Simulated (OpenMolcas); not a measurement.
A calculation on Se.

| Quantity | Value |
| --- | --- |
| Program | OpenMolcas |
| Method | SS-RASPT2, IPEA 0.25 Eh, imaginary shift 0.1 Eh (closed shells correlated: 3d) |
| Basis | ANO-RCC-VQZP [7s6p4d2f1g] |
| Scalar Hamiltonian | DKH2, point nucleus |
| Active space | 6 electrons in 9 orbitals (RAS2 4s 4p; RAS3 4d, at most 2 electrons) |
| State averaging | 2S+1 = 3 even, 3 roots; 2S+1 = 1 even, 6 roots; 2S+1 = 3 odd, 3 roots |
| Spin-orbit coupling | RASSI with atomic mean-field integrals over the reference wave functions, term energies averaged over their components |

Problem. Which level of the active space comes out lowest?

Solution. 4s2 4p4 3P2, with 98 % of that term; it is also the measured ground level.

Problem. How high does 4s2 4p4 3P0 lie?

Solution. 2380 cm-1 above the lowest level; measured 2534 cm-1 above the ground level, so the calculation is off by -6 %.

Problem. How high does 4s2 4p4 1D2 lie?

Solution. 9630 cm-1 above the lowest level; measured 9576 cm-1 above the ground level, so the calculation is off by +1 %.

Problem. How high does 4s2 4p4 1S0 lie?

Solution. 22530 cm-1 above the lowest level; measured 22446 cm-1 above the ground level, so the calculation is off by 0 %.

Measured values: NIST Handbook of Basic Atomic Spectroscopic Data.

Term energies are means over components that CASPT2 splits; among the terms shown or strongly mixed into the levels shown the widest spread is 48 cm-1 (4s2 4p4 1D). Active for correlation alone: 4d; no level in the range computed is led by a configuration that fills it, so any true level of that kind is missing. Measured partners are found by configuration, term and J. A level has none where our copy of the source lacks it or the pairing is in doubt (some pairs that miss far off the trend of their configuration count as doubtful), and it then counts in no deviation. Levels of configurations outside the active space are missing.
